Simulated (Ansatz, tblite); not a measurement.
Removing and adding an electron: Sr4 (the lowest singlet isomer of a short search). Total charge 0; singlet. Geometry: PBE0/def2-TZVP. Ansatz, gas phase; energy differences of separate SCF runs; the oxidised species was run as a doublet alone; the reduced species was run as a doublet alone.

Cartesian coordinates in Å:
```
Sr 1.089 0.577 -2.237
Sr -2.540 -0.033 -0.273
Sr 0.651 1.756 1.737
Sr 0.800 -2.300 0.773
```

In the def2 sets Sr takes a core potential; there is no spin–orbit coupling. The xTB rows come from tblite. The structure comes from a short search, and lower isomers may exist.

Problem. Estimate orbital energies and vertical ionisation energies and electron affinities at: GFN1-xTB; GFN2-xTB; PBE/def2-TZVP; PBE/def2-TZVPD; r2SCAN/def2-TZVP; PBE0/def2-TZVP; PBE0/def2-TZVPD.

Solution. 
| level | −HOMO (eV) | vertical IE (eV) | −LUMO (eV) | vertical EA (eV) | HOMO–LUMO gap (eV) | IE − EA (eV) | remarks |
| --- | --- | --- | --- | --- | --- | --- | --- |
| GFN1-xTB | 9.33 | 10.06 | 5.46 | 5.07 | 3.87 | 4.99 | – |
| GFN2-xTB | 3.55 | 6.32 | -0.58 | -2.93 | 4.13 | 9.26 | – |
| PBE/def2-TZVP | 3.19 | 4.57 | 2.18 | – | 1.02 | – | – |
| PBE/def2-TZVPD | 3.19 | – | 2.18 | 0.88 | 1.02 | – | HOMO above zero (-1 doublet) |
| r2SCAN/def2-TZVP | 3.23 | 4.41 | 2.15 | – | 1.08 | – | spin-contaminated (⟨S²⟩ 0.98) (+1 doublet) |
| PBE0/def2-TZVP | 3.63 | 4.53 | 1.65 | – | 1.98 | – | – |
| PBE0/def2-TZVPD | 3.63 | – | 1.65 | 0.89 | 1.98 | – | – |

Run but left out: r2SCAN/def2-TZVPD (charge -1 doublet: ⟨S²⟩ 1.17, where a pure state has 0.75).   A HOMO above zero means that the electron is unbound at that level or that self-interaction error raises the level; the energy of removing that electron tells which. Raw xTB energy differences between charge states are shifted by several eV; the methods need an empirical correction for them. A negative affinity means that the extra electron isn't bound; its size then hangs on the basis.
